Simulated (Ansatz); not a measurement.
Abridged output of a molecular run in Ansatz:

```
Functional definition: HF
1543 factors; integrals over basis functions are off by at most 8.8e-4 eV
mean field evaluation 1: about -62111.4862 eV, gradient 5.6e1 eV
mean field evaluation 2: about -62111.6755 eV, gradient 5.6e1 eV
mean field evaluation 4: about -62118.3208 eV, gradient 7.3e0 eV
mean field evaluation 8: about -62118.4747 eV, gradient 1.1e0 eV
mean field evaluation 16: about -62118.4802 eV, gradient 1.6e-6 eV
mean field -62118.48024162 eV, -2282.8120434612 hartree, gradient 1.6e-6 eV, S^2 0.000000; 0 other end points of the search recorded, 0 dependent functions left out
21 core orbitals not correlated: weight in the atoms' cores, before any rotation towards them, 1.000 or more for the frozen orbitals, at most 0.000 for the correlated occupied ones
reference -62118.48024162 eV, -2282.8120434612 hartree; 20, 20 occupied and 208, 208 virtual orbitals, 1543 factors
second order -33.30720685 eV of doubles, -0.00000000 eV of singles
cycle   1  -32.58605170 eV  change    7.2e-1 eV  update   2.9e-1
cycle   2  -33.89566252 eV  change    -1.3e0 eV  update   2.2e-1
cycle   3  -34.22541930 eV  change   -3.3e-1 eV  update   6.0e-2
cycle   4  -34.22337785 eV  change    2.0e-3 eV  update   2.4e-2
cycle   5  -34.20405326 eV  change    1.9e-2 eV  update   9.8e-3
cycle   6  -34.19905789 eV  change    5.0e-3 eV  update   4.3e-3
cycle   7  -34.20077709 eV  change   -1.7e-3 eV  update   2.2e-3
cycle   8  -34.20144494 eV  change   -6.7e-4 eV  update   1.2e-3
cycle   9  -34.20207620 eV  change   -6.3e-4 eV  update   4.8e-4
cycle  10  -34.20278717 eV  change   -7.1e-4 eV  update   2.5e-4
cycle  11  -34.20238047 eV  change    4.1e-4 eV  update   1.4e-4
cycle  12  -34.20213194 eV  change    2.5e-4 eV  update   9.2e-5
cycle  13  -34.20228810 eV  change   -1.6e-4 eV  update   3.8e-5
cycle  14  -34.20219797 eV  change    9.0e-5 eV  update   2.7e-5
cycle  15  -34.20221174 eV  change   -1.4e-5 eV  update   8.9e-6
perturbative correction -1.98506865 eV, -0.0729499274 hartree
Total energy: -62154.66752201 eV, -2284.1419014870 hartree
```

Its atoms:

Z-matrix (Å, degrees):
```
Ti
Cl 1 2.181
Cl 1 2.192 2 109.6
N 1 1.838 2 107.1 3 118.5
Cl 1 2.181 2 114.1 3 -123.1
H 4 1.012 1 124.2 2 153.9
H 4 1.012 1 124.2 2 -29.1
```

**Question.** Which basis set was used?
A. def2-TZVPP
B. cc-pV(D+d)Z
C. cc-pV(Q+d)Z
D. def2-SVPD

**Answer.** A. It gives 249 functions.

**Question.** Write the keys of the input that set method, charge and spin (a neutral closed shell needs none for the last two).

**Answer.** 
```yaml
correlation: {method: ccsd_t}
```
